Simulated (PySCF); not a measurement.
## Radial density of Fe³⁺ (iron, charge +3)

HSE06, [Ar] 3d5, high-spin 6S determinant. Computed with PySCF 2.14 in x2c-TZVPPall (6s5p4d2f1g, 64 functions), with scalar relativity by spin-free X2C-1e.

| r (bohr) | 4πr²ρ (e/bohr) | 4πr²(ρα − ρβ) |
| --- | --- | --- |
| 0.00101 | 0.2086 | 0.0000 |
| 0.00170 | 0.5286 | 0.0000 |
| 0.00286 | 1.325 | 0.0000 |
| 0.00481 | 3.206 | 0.0001 |
| 0.00809 | 7.269 | 0.0002 |
| 0.0136 | 14.77 | 0.0003 |
| 0.0229 | 25.02 | 0.0007 |
| 0.0385 | 31.39 | 0.0015 |
| 0.0647 | 27.02 | 0.0068 |
| 0.109 | 25.79 | 0.0498 |
| 0.183 | 34.97 | 0.3411 |
| 0.308 | 20.86 | 1.6722 |
| 0.518 | 13.97 | 4.3247 |
| 0.871 | 14.22 | 4.5621 |
| 1.47 | 3.185 | 1.6370 |
| 2.47 | 0.1685 | 0.1424 |
| 4.15 | 0.001496 | 0.0015 |
| 6.98 | 1.258e-05 | 0.0000 |

Densities and radii are taken from the X2C orbitals without a picture-change correction, which distorts them close to the nucleus.
